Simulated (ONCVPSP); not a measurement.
**Nb: one change to an ONCV potential, before and after**

* Element: Nb (Z = 41)
* Generator: ONCVPSP 4.0.1
* Type: optimised norm-conserving Vanderbilt (ONCV)
* Functional: LDA (Perdew-Zunger)
* Relativity: scalar-relativistic
* Frozen core: [Ar] 3d10
* Valence charge: 13
* Reference configuration: 4s2 4p6 4d4 5s1
* Partial waves: 4s+5s: rc 1.50 bohr, ncon 4, nbas 9, qcut 7 1/bohr, 2 projectors; 4p: rc 1.35 bohr, ncon 4, nbas 7, qcut 7.2 1/bohr, 1 projector; 4d: rc 2.65 bohr, ncon 5, nbas 10, qcut 4.7 1/bohr, 2 projectors, debl 1.7 Ha
* Local potential: polynomial inside 1.00 bohr (lpopt 1, dvloc0 0 Ha)
* Core correction: Teter function, fcfact 2, rcfact 1.25

Change: reference 4s2 4p6 4d4 5s0.75.

Cutoffs: the cutoffs (Ha) at which the residual kinetic energy of the hardest occupied pseudo-wave falls to 1 and 0.1 mHa per electron; they do not see the model core or the augmentation charge, which bear on the density cutoff. Errors are all-electron minus pseudo energies relative to the spin-unpolarised reference configuration.

What does the change do?

The potential gets neither clearly harder nor softer (25 Ha and 68 Ha → 25 Ha and 68 Ha); the number of tests with a reliable result goes from 3 to 4; neither file shows a bound ghost.

```tsv
quantity	base	changed
cutoff, loose	25 Ha	25 Ha
cutoff, tight	68 Ha	68 Ha
loose cutoff by channel	s 20 Ha, p 25 Ha, d 10 Ha	s 20 Ha, p 25 Ha, d 10 Ha
bound ghosts	none	none
GHOST(+) flags under 300 eV	s at 177.9 eV	s at 176.4 eV
tests with a reliable result	3 of 4	4 of 4
s: phases at 1.53 bohr within 0.05 rad from the reference energy up to (Ha; the scan ends near 5)	3.4	3.3
p: phases at 1.37 bohr within 0.05 rad from the reference energy up to (Ha; the scan ends near 5)	2.3	2.3
d: phases at 2.69 bohr within 0.05 rad from the reference energy up to (Ha; the scan ends near 5)	4.0	4.0
rms error of d²Exc/dni dnj with the model core, mHa	2.01	2.01
```
